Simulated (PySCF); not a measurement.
# A series of derivatives of [SiH3]Oc1ccccc1

Parent skeleton `[SiH3:1][O:2][c:3]1[cH:4][cH:5][cH:6][cH:7][cH:8]1`; one hydrogen on atom 4 is replaced by X. Hydrogens on one atom are averaged.

Fast rotation and ring inversion assumed for equivalent nuclei, gas phase, one conformer, no relativistic terms. σ from GIAO-PBE0/pcSseg-1; GFN2-xTB geometry; PySCF 2.14.0 with density-fitted response routines.

References, each an isolated molecule treated in the same way: 29Si (σ = 349.16 ppm), 13C (σ = 186.93 ppm), 1H (σ = 31.72 ppm) against TMS; 17O (σ = 336.08 ppm) against H2O.

Parent (X = H): Si1 -44.5, O2 92.6, C3 162.3, C4 122.1, C5 135.1, C6 126.3, C7 135.1, C8 122.1, H(Si1) 5.15 ppm. Effects are Δδ = δ(X) − δ(H), positive for deshielding.

Task: Give Δδ (ppm) for X = CHO, OSiH3, SCH3.

Result: 
```csv
X,SMILES,Si1,O2,C3,C4,C5,C6,C7,C8,H(Si1)
CHO,O=Cc1ccccc1O[SiH3],+3.6,-5.1,+2.9,+8.1,+0.5,+0.5,+6.1,-2.2,+0.11
OSiH3,[SiH3]Oc1ccccc1O[SiH3],+2.4,-15.7,-11.2,+29.0,-12.3,+0.6,-8.2,+0.7,+0.07
SCH3,CSc1ccccc1O[SiH3],+0.9,+2.0,-5.5,+17.5,-8.6,+0.8,-6.7,-4.8,+0.05
```

Task: Which position responds most, and to which substituents?

Result: C4: from +8.1 ppm with CHO to +29.0 ppm with OSiH3.

Unscaled 17O shifts of doubly bonded oxygen tend to come out too high, by tens of ppm or more. Experimental scales use liquid or dissolved standards, which lie at an offset from isolated H2O (liquid H2O: subtract about 36 ppm).
